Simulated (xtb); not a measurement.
C$_{2}$H$_{5}$OS (SMILES [CH2]S(C)=O), doublet, geometry from GFN2-xTB. Base run: GFN2-xTB run with xtb.

xtb was given this input:
```
$ xtb mol.xyz --gfn 2 --uhf 1 --json

# file mol.xyz
9

C      1.16525674    -0.54297502     0.90922291
S      0.14934259    -0.10289399    -0.41483636
C     -1.50488595    -0.46057734     0.37933940
O      0.22105396     1.34343173    -0.60477129
H      1.27605910    -1.59816656     1.08077406
H      2.01109037     0.08626435     1.11641323
H     -1.61679546     0.18611660     1.24121374
H     -1.51950128    -1.50492909     0.66386570
H     -2.27099045    -0.24912121    -0.35808836
```

The base run was repeated with changes; each row names its change, and settings that it needs were set with it.

| change | ΔE vs base (mEh) | dipole (D) | G_solv (kcal/mol) | SCF cycles |
|---|---|---|---|---|
| base | 0.000 | 3.69 | - | 12 |
| alpb = ch2cl2 | -11.854 | 4.12 | -8.12 | 12 |
| etemp = 5000 | -5.962 | 3.46 | - | 11 |
| gbsa = water | -8.875 | 4.35 | -7.24 | 12 |

ALPB and GBSA are two models with their own fitted parameters for each solvent, which aren't always the measured dielectric constant.
